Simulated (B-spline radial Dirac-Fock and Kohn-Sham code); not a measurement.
## Zr²⁺: eigenvalues, ΔSCF and the reference

System: zirconium as Zr²⁺ in the configuration [Kr] 4d2.

The density-functional columns are spherical, spin-unpolarised Dirac-Kohn-Sham results without Breit or QED terms: −ε is minus the orbital energy of the initial state and ΔSCF the difference of two total energies. The reference in the last column comes from Dirac-Fock ΔSCF + Breit + QED. All numbers are from a radial finite-basis atomic code, in eV; a selection of levels is shown. For the 1s level of heavy atoms much of the gap between ΔSCF and the reference is the Breit and QED part, -46.4 eV here; for other levels the error of the functional can be larger.

```csv
level,PBE −ε,PBE ΔSCF,LDA −ε,LDA ΔSCF,Dirac-Fock
K,17831.5,18089.6,17805.6,18063.0,18022.2
L1,2482.8,2526.9,2479.9,2524.1,2562.9
L2,2274.0,2328.4,2273.1,2327.6,2333.2
L3,2188.1,2240.5,2187.4,2239.8,2248.7
M1,419.1,435.3,418.1,434.4,458.6
M2,341.4,357.7,341.1,357.4,372.5
M3,327.7,343.7,327.4,343.5,358.6
M4,190.6,207.3,191.0,207.6,206.9
M5,188.1,204.7,188.5,205.0,204.6
N1,68.96,76.50,69.09,76.63,80.50
N2,48.12,55.16,48.29,55.33,54.70
N3,46.34,53.27,46.47,53.41,52.91
"N4,5",17.30,22.62,17.51,22.82,21.53
```

Q: Order the estimates of the K (1s) level by their distance from the Dirac-Fock value, nearest first.
A. PBE −ε
B. LDA ΔSCF
C. PBE ΔSCF
D. LDA −ε

A: B (40.8 eV), C (67.4 eV), A (190.7 eV), D (216.6 eV).

Values without a named source are computed, but for edge energies of neutral atoms, which are taken from tables.
